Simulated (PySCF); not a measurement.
Te(OMe)(GeH3) (CH6GeOTe), SMILES [Te](OC)[GeH3].

Geometry optimised at PBE-D3(BJ)/def2-SVP. This is a generated structure with no PubChem entry under its InChIKey; it may be hypothetical. The def2 effective core potentials stand for the cores of Te; spin–orbit coupling is left out. One conformer was computed; it need not be the lowest.

Two levels are set side by side: TDDFT-PBE/def2-SVPD (PySCF) and TDDFT-ωB97X/def2-SVPD (PySCF). Vertical, same geometry. The lowest singlet is HOMO→LUMO 100 % with PBE and HOMO→LUMO 97 % with the other functional; states are paired by order. Differences are taken from unrounded values.

```
quantity                               TDDFT-PBE
-------------------------------------  ---------
lowest singlet excitation (eV)              2.64
lowest triplet excitation (TDA) (eV)        1.98
first bright state (f over 0.05) (eV)       5.19
its oscillator strength                     0.06
```

**Question.** These are the TDDFT-PBE values. What does TDDFT-ωB97X give? (Estimate from the structure and the level; the computed values follow.)

**Answer.** 
| quantity | TDDFT-ωB97X | TDDFT-PBE minus TDDFT-ωB97X |
|---|---|---|
| lowest singlet excitation (eV) | 2.77 | -0.14 |
| lowest triplet excitation (TDA) (eV) | 2.15 | -0.16 |
| first bright state (f over 0.05) (eV) | 6.12 | -0.93 |
| its oscillator strength | 0.09 | -0.04 |

Functionals without exact exchange tend to place singlet excitations lower, as here. Differences between two approximate levels are no errors against the true value.

Rough cost on one machine, each run with all the roots and properties that it gave: TDDFT-ωB97X against TDDFT-PBE about 7 times.
